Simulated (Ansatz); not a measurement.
H₂O₃P (SMILES O=[P](O)O), doublet, at a GFN2-xTB geometry; CAM-B3LYP/6-311G** (Ansatz, a program for electronic structure).

Here is a job for Ansatz.
Ansatz 0.2 input:
```yaml
crystal:
  periodic: [false, false, false]
  atoms:
    - {symbol: O, position_ang: [1.42718126, -0.12789257, 0.47029264]}
    - {symbol: P, position_ang: [0.19930598, 0.02167539, -0.31483825]}
    - {symbol: O, position_ang: [-0.89924470, -1.16220641, 0.03202880]}
    - {symbol: O, position_ang: [-0.64801295, 1.33248531, 0.10149128]}
    - {symbol: H, position_ang: [-0.49333564, -2.02094205, 0.15200512]}
    - {symbol: H, position_ang: [-1.53564299, 1.35672076, -0.25993305]}
basis:
  gaussian:
    orbitals: 6-311G__.json
hamiltonian:
  xc: cam_b3lyp
magnetization: {spin_polarized: true, initial_magnetization: 1}
scf: {lower_state_search: off}
```
The basis file holds 6-311G** in the JSON format of the Basis Set Exchange.

Output, abridged:

```
Functional definition: CAM-B3LYP
these checks for a lower state are left out or cut short: stability, starts, cluster_reference, orbital_swaps, neighbouring_geometries, increment
827 factors; their error is unknown
187 factors; integrals over basis functions are off by at most 6.6e-6 eV
mean field evaluation 1: about -15453.2725 eV, gradient 5.5e1 eV
mean field evaluation 2: about -15442.2728 eV, gradient 7.9e1 eV
mean field evaluation 4: about -15462.9540 eV, gradient 3.9e0 eV
mean field evaluation 8: about -15462.9704 eV, gradient 1.4e-1 eV
mean field evaluation 16: about -15462.9707 eV, gradient 2.4e-4 eV
mean field -15462.97069758 eV, -568.2536919582 hartree, gradient 5.3e-6 eV, S^2 0.754919; 0 other end points of the search recorded, 0 dependent functions left out
reference -15462.97080061 eV, -568.2536957445 hartree; 21, 20 occupied and 72, 73 virtual orbitals, 827 factors
Total energy: -15462.97080061 eV, -568.2536957445 hartree
Checks for a lower state left out: stability, starts, cluster_reference, orbital_swaps, neighbouring_geometries, increment
```
